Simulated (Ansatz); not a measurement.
Species: GeBr₃ (charge -1, singlet). It need not be the lowest isomer of its formula. Whether it binds its extra electron was not tested at this geometry. 
Geometry from a B3LYP-D3(BJ)/def2-TZVP (Ansatz, a program for electronic structure) optimisation:
```xyz
4

Br    -1.7521    -1.3389    -0.2940
Ge    -0.0122     0.0050     0.9116
Br     2.0396    -0.8535    -0.2458
Br    -0.2763     2.1878    -0.2936
```
Charge -1, spin multiplicity 1.

Parts of the frozen-core correlation energy in cc-pVTZ (Ansatz, hartree). Frozen orbitals: 56; correlated occupied orbitals by spin: 13 and 13; virtual: 103 and 103. No spin-orbit coupling. No relativistic terms.

```
term                             value
-------------------------  -----------
reference (HF)             -9793.02080
MP2 opposite-spin             -0.43806
MP2 same-spin                 -0.14800
CCSD correlation              -0.63122
(T)                           -0.02814
T1 diagnostic                    0.011
largest doubles amplitude        0.046
```
